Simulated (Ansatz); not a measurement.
Start from `O=C[SiH2][SiH](O)Cl` and change one atom or group to get `O[SiH2][SiH](O)Cl`.

Ansatz, PBE0-D4/def2-TZVP geometries, multiplicity 1. Each molecule was computed in one conformer, which needn't be the lowest.

```json
{"property": "size of the dipole moment (B3LYP/def2-TZVPP) / D", "`O=C[SiH2][SiH](O)Cl`": "2.01"}
{"property": "size of the dipole moment (ωB97M-V/def2-TZVPP) / D", "`O=C[SiH2][SiH](O)Cl`": "2.02"}
{"property": "HOMO–LUMO gap (B3LYP/def2-TZVPP) / eV", "`O=C[SiH2][SiH](O)Cl`": "4.81"}
{"property": "HOMO energy (ωB97M-V/def2-TZVPP) / eV", "`O=C[SiH2][SiH](O)Cl`": "-9.36"}
{"property": "LUMO energy (B3LYP/def2-TZVPP) / eV", "`O=C[SiH2][SiH](O)Cl`": "-2.08"}
{"property": "HOMO energy (PBE/def2-TZVPP) / eV", "`O=C[SiH2][SiH](O)Cl`": "-5.67"}
```

Question: Give the same properties after the change, and the shifts. (Best estimate.)

Answer: Computed: 
| property | `O[SiH2][SiH](O)Cl` | shift |
| --- | --- | --- |
| size of the dipole moment (B3LYP/def2-TZVPP) / D | 2.29 | 0.28 |
| size of the dipole moment (ωB97M-V/def2-TZVPP) / D | 2.30 | 0.28 |
| HOMO–LUMO gap (B3LYP/def2-TZVPP) / eV | 6.65 | 1.84 |
| HOMO energy (ωB97M-V/def2-TZVPP) / eV | -9.97 | -0.61 |
| LUMO energy (B3LYP/def2-TZVPP) / eV | -1.06 | 1.02 |
| HOMO energy (PBE/def2-TZVPP) / eV | -6.65 | -0.98 |

With PBE0 the HOMO falls by 0.79 eV and the LUMO rises by 1.00 eV, so the gap widens by about 1.79 eV. PBE moves the HOMO by -0.98 eV and ωB97M-V by -0.61 eV. Dipoles are sizes alone; their direction can turn.

Positive LUMOs are unbound, so they and the gaps depend on the basis.

B3LYP here is the variant with VWN-RPA as its local correlation; programs differ in this.
